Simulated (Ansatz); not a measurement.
Reaction R1 → P1 + P2, each structure at its B3LYP-D3(BJ)/def2-TZVP stationary point, reached from a drawn start (curvature not checked).
R1: F3Si (SMILES F[Si](F)F), charge 0, multiplicity 2.
P1, F2Si (SMILES F[Si]F) (charge 0, multiplicity 1):
```csv
atom,x (Å),y (Å),z (Å)
Si,0.0000,0.0000,-0.6842
F,1.2391,0.0000,0.3421
F,-1.2391,0.0000,0.3421
```
P2: F atom, charge 0, multiplicity 2.

P less R. No zero-point or thermal terms; singlets are restricted closed shells; open shells are unrestricted; no spin–orbit coupling.

Programs: Ansatz (Gaussian basis) for Hartree–Fock, density functionals and correlated methods. No computed number here is a measurement.

Problem. One of these levels gives 103.58 kcal/mol for the reaction energy. Which one is it?
A) BLYP/def2-TZVPP
B) r2SCAN/def2-TZVPP
C) HF/cc-pV(Q+d)Z

Solution. A, BLYP/def2-TZVPP. The others give 89.62 (HF/cc-pV(Q+d)Z), 113.88 (r2SCAN/def2-TZVPP)

Ansatz is a quantum-chemistry and plane-wave program.
